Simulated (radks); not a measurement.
Q: The mean radii <r> (bohr) of the occupied orbitals of an atom or ion are listed with their occupations. All-electron calculation, scalar-relativistic Kohn-Sham, BLYP, spin-polarised, spherical densities, finite nucleus; Fermi nuclear charge, rms radius of each element as measured or else 0.836 A^(1/3) + 0.57 fm. Program: a radial shooting solver on a logarithmic mesh with Libxc functionals.

| orbital | occ. | <r> |
|---|---|---|
| 1s up | 1 | 0.02457 |
| 1s down | 1 | 0.02457 |
| 2s up | 1 | 0.1052 |
| 2s down | 1 | 0.1052 |
| 2p up | 3 | 0.09236 |
| 2p down | 3 | 0.09236 |
| 3s up | 1 | 0.2787 |
| 3s down | 1 | 0.2787 |
| 3p up | 3 | 0.2767 |
| 3p down | 3 | 0.2767 |
| 3d up | 5 | 0.2536 |
| 3d down | 5 | 0.2536 |
| 4s up | 1 | 0.6352 |
| 4s down | 1 | 0.6352 |
| 4p up | 3 | 0.6716 |
| 4p down | 3 | 0.6715 |
| 4d up | 5 | 0.7366 |
| 4d down | 5 | 0.7358 |
| 5s up | 1 | 1.453 |
| 5s down | 1 | 1.448 |
| 5p up | 3 | 1.632 |
| 5p down | 2 | 1.631 |
| 5d up | 1 | 2.092 |

Name the element and its charge. Open shells, if any, are filled with parallel spins first.

A: Z = 58, cerium, charge +4: Ce4+ in [Kr] 4d10 5s2 5p5 5d1. The 1s radius gives Z: for a bare nucleus <r> = (2 gamma + 1)/(2Z) with gamma = sqrt(1 - (Z/c)^2), 0.02424 bohr for Z = 58, and screening makes it slightly larger (0.02457 here). The occupations add up to 54, and the charge is Z minus that.
